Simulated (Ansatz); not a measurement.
Two isomers of C2H5BSe: A = `B[Se]C=C`, B = `C=CB[SeH]`.

Computed with Ansatz on PBE0-D4/def2-TZVP structures; ΔE is electronic, products minus reactants. CBS: MP2 limit from def2 TZ/QZ plus the TZ coupled-cluster correction, frozen cores. DFT in def2-TZVPP. For Se outer-core shells are correlated without core-valence functions, which leaves a few kJ/mol of doubt a bond. Scalar relativity is left out up to krypton. Each species was taken in one conformer, which may not be the lowest.

Question: Which isomer does CCSD(T)/CBS put lower? Give the gap. (Estimate.)

Answer: Computed: B, by 54.3 kJ/mol.

Question: Give E(B) − E(A) in kJ/mol with MP2/def2-TZVPP, ωB97M-V, B2PLYP, r2SCAN-D4, CCSD(T)/def2-SVP, CCSD(T)/def2-TZVPP, PBE-D4. (Best estimate.)

Answer: Computed: MP2/def2-TZVPP -51.1, ωB97M-V -56.5, B2PLYP -55.0, r2SCAN-D4 -56.1, CCSD(T)/def2-SVP -65.2, CCSD(T)/def2-TZVPP -53.5, PBE-D4 -53.3. None reverses the order clearly.

Question: Does the order hold for the free energy at 298.15 K (harmonic terms from PBE0-D4)? (An estimate is asked.)

Answer: The calculation gave: Yes: G(B) − G(A) = -54.2 kJ/mol, for one conformer each.

Largest T1 diagnostic: 0.013.

At CCSD(T), def2-SVP lies −10.9 kJ/mol from the extrapolated value and def2-TZVPP +0.8 kJ/mol. Leaving LDA and LC-ωPBE aside and taking each functional with its dispersion term where it has one, the values, not all of them listed here, spread over 8.8 kJ/mol, from B97M-V to revPBE-D4. LDA lies −3.3 kJ/mol from PBE without D4.
